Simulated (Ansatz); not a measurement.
Ansatz (a first-principles code) input (RPA@PBE/cc-pV(T+d)Z):
A basis named .json is the Basis Set Exchange file of that set.

Ansatz 0.2 input:
```yaml
crystal:
  periodic: [false, false, false]
  atoms:
    - {symbol: C, position_ang: [1.55095767, -0.79262185, 0.50749670]}
    - {symbol: Si, position_ang: [-0.01993062, 0.03585562, -0.21982518]}
    - {symbol: C, position_ang: [-1.45429964, -0.74559010, 0.78764202]}
    - {symbol: O, position_ang: [-0.16519283, -0.04270256, -1.76493615]}
    - {symbol: O, position_ang: [0.06263208, 1.63131269, 0.39801500]}
    - {symbol: H, position_ang: [1.56898082, -1.86125342, 0.27059042]}
    - {symbol: H, position_ang: [2.44461600, -0.34082717, 0.06632611]}
    - {symbol: H, position_ang: [1.62613826, -0.69273896, 1.59795877]}
    - {symbol: H, position_ang: [-2.39963673, -0.26501547, 0.51789966]}
    - {symbol: H, position_ang: [-1.54893210, -1.81245863, 0.56123731]}
    - {symbol: H, position_ang: [-1.32354815, -0.64657689, 1.87292385]}
    - {symbol: H, position_ang: [0.15194842, 1.63728256, 1.35515333]}
basis:
  gaussian:
    orbitals: cc-pV_T+d_Z.json
hamiltonian:
  xc: pbe
total_charge: -1
magnetization: {spin_polarized: false}
correlation: {method: rpa, electrons: outside_noble_gas}
```

End of the output:

```
integrals: 0.58 GiB planned
1468 factors; integrals over basis functions are off by at most 1.3e-3 eV
0.38 GiB of the device are held for the grids
1.46 GiB of device memory are held for the factors and their scratch space
mean field: 1.78 GiB planned
mean field evaluation 1: about -14140.0047 eV, gradient 8.7e1 eV
mean field evaluation 2: about -14139.9955 eV, gradient 8.7e1 eV
mean field evaluation 4: about -14142.3854 eV, gradient 7.8e1 eV
mean field evaluation 8: about -14155.0280 eV, gradient 1.4e0 eV
mean field evaluation 16: about -14155.0309 eV, gradient 6.7e-5 eV
mean field evaluation 32: about -14046.5376 eV, gradient 1.4e2 eV
mean field -14155.03087495 eV, -520.1877900299 hartree, gradient 4.2e-6 eV, S^2 0.000000; 0 other end points of the search recorded, 0 dependent functions left out
9 core orbitals not correlated
reference -14112.73102132 eV, -518.6332990810 hartree; 16, 16 occupied and 232, 232 virtual orbitals, 1468 factors
Total energy: -14155.44120331 eV, -520.2028693190 hartree
```

It need not be the lowest isomer of its formula. Whether it binds its extra electron was not tested at this geometry.
